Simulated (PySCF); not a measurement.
**Computed structure and properties of [La(BH4)2]+**

System: [La(BH4)2]+ (singlet); start: template (C2). Method: PySCF 2.14.0, RKS PBE0, La lcecp-1-SVP with ECP46, B def2-SVP, H def2-SVP; non-relativistic Hamiltonian with scalar-relativistic core potentials where named; density fitting; no spin-orbit coupling.

Input of the relaxation:

```python
mol = gto.M(atom='''
La    -0.00000     0.00000    -0.18641
B      2.34290     0.00000     0.86209
H      3.43820     0.00000     1.35229
H      1.62280    -0.83350     1.45299
H      2.42840    -0.30510    -0.34711
H      1.83860     1.13860     0.97069
B     -2.34290     0.00000     0.86209
H     -3.43820     0.00000     1.35229
H     -1.62280     0.83350     1.45299
H     -2.42840     0.30510    -0.34711
H     -1.83860    -1.13860     0.97069''',
    basis={'La': 'lcecp-1-SVP', 'B': 'def2-SVP', 'H': 'def2-SVP'},
    ecp={'La': 'lcecp-1-SVP'},
    charge=1, spin=0)
mf = dft.RKS(mol, xc='PBE0')
mf.grids.atom_grid = (50, 194)  # f atoms: unpruned, at least (60, 302)
mf = mf.density_fit()  # fitting sets: La AutoAux, B def2-universal-JKFIT, H def2-universal-JKFIT
mf.conv_tol = 1e-08; mf.max_cycle = 55
mf.kernel(dm0)  # dm0: converged density of the start geometry
# quasi-Newton relaxation in Cartesian coordinates to a largest gradient under 0.00045 Eh/bohr, steps kept in the point group
```

Run from Python with OMP_NUM_THREADS=2; the lines above give its settings. Where DIIS fails, smearing, a level shift and second-order steps follow.
It took 88 s on 2 threads of Arm Neoverse V1, with other jobs on the host, from the converged density of the start.

Course of the relaxation:

```json
{"step": "0", "energy above end (eV)": "0.3850", "largest force component within the symmetry (eV/Å)": "0.888"}
{"step": "1", "energy above end (eV)": "0.2904", "largest force component within the symmetry (eV/Å)": "0.721"}
{"step": "2", "energy above end (eV)": "0.1342", "largest force component within the symmetry (eV/Å)": "0.253"}
{"step": "3", "energy above end (eV)": "0.1195", "largest force component within the symmetry (eV/Å)": "0.211"}
{"step": "4", "energy above end (eV)": "0.1037", "largest force component within the symmetry (eV/Å)": "0.318"}
{"step": "5", "energy above end (eV)": "0.0941", "largest force component within the symmetry (eV/Å)": "0.390"}
{"step": "6", "energy above end (eV)": "0.0640", "largest force component within the symmetry (eV/Å)": "0.462"}
{"step": "7", "energy above end (eV)": "0.0291", "largest force component within the symmetry (eV/Å)": "0.373"}
{"step": "16", "energy above end (eV)": "0.0025", "largest force component within the symmetry (eV/Å)": "0.048"}
{"step": "17", "energy above end (eV)": "0.0018", "largest force component within the symmetry (eV/Å)": "0.045"}
{"step": "18", "energy above end (eV)": "0.0010", "largest force component within the symmetry (eV/Å)": "0.049"}
{"step": "19", "energy above end (eV)": "0.0005", "largest force component within the symmetry (eV/Å)": "0.041"}
{"step": "20", "energy above end (eV)": "0.0001", "largest force component within the symmetry (eV/Å)": "0.023"}
{"step": "21", "energy above end (eV)": "0.0000", "largest force component within the symmetry (eV/Å)": "0.011"}
```
(The steps between are left out.)

Relaxed geometry (C2):

```xyz
11

La    0.0000    0.0000   -0.5243
B     2.0411    0.0020    0.9231
H     2.9604    0.0238    1.6929
H     1.1120   -0.7853    1.2785
H     2.3217   -0.3155   -0.2588
H     1.4366    1.1158    0.8242
B    -2.0411   -0.0020    0.9232
H    -2.9604   -0.0238    1.6928
H    -1.1120    0.7853    1.2786
H    -2.3216    0.3156   -0.2588
H    -1.4366   -1.1158    0.8242
```

| contact | Å |
| --- | --- |
| La1–H4 (BH4) | 2.259 |
| La1–H9 (BH4) | 2.259 |

On the finer grid (75, 302):

The HOMO is -13.68 eV and the LUMO is -7.46 eV. The dipole about the centre of mass is 5.14 D, the set of Mulliken populations of La1 outside the core potential is s 2.23, p 6.24, d 1.32, f 0.06 and the D3(BJ) dispersion energy (not in the energies) is -0.187 eV.

| atom | Mulliken (e) | Löwdin (e) | spin (e) |
| --- | --- | --- | --- |
| La1 | 1.15 | 1.17 | 0.00 |
| B2 | -0.19 | -0.27 | 0.00 |
| H3 | 0.08 | 0.03 | 0.00 |
| H4 | 0.04 | 0.06 | 0.00 |
| H5 | -0.01 | 0.03 | 0.00 |
| H6 | 0.01 | 0.05 | 0.00 |
| B7 | -0.19 | -0.27 | 0.00 |
| H8 | 0.08 | 0.03 | 0.00 |
| H9 | 0.04 | 0.06 | 0.00 |
| H10 | -0.01 | 0.03 | 0.00 |
| H11 | 0.01 | 0.05 | 0.00 |

The large-core potential holds the 4f shell empty.

On the grid (50, 194), as all that follows. Harmonic modes: a minimum; lowest 131 cm⁻¹ (negative: unstable), highest 2700 cm⁻¹, zero-point energy 2.137 eV.

Taking off one BH4 (charge -1, singlet; the rest: singlet) in vacuum, both parts rigid, costs 13.05 eV; the small basis without counterpoise inflates it. Most of it is the attraction of opposite charges; other ways to part are cheaper, and one spin state was tried for the rest.

Rigid scan of BH4 along the line from its metal:

```tsv
distance to B2 (Å)	energy (eV)
2.20	1.030
2.30	0.405
2.40	0.090
2.50	0.000
2.60	0.071
2.70	0.254
2.90	0.816
3.20	1.832
3.60	3.119
4.10	4.386
```

One start shape was tried, so this needn't be the lowest isomer.
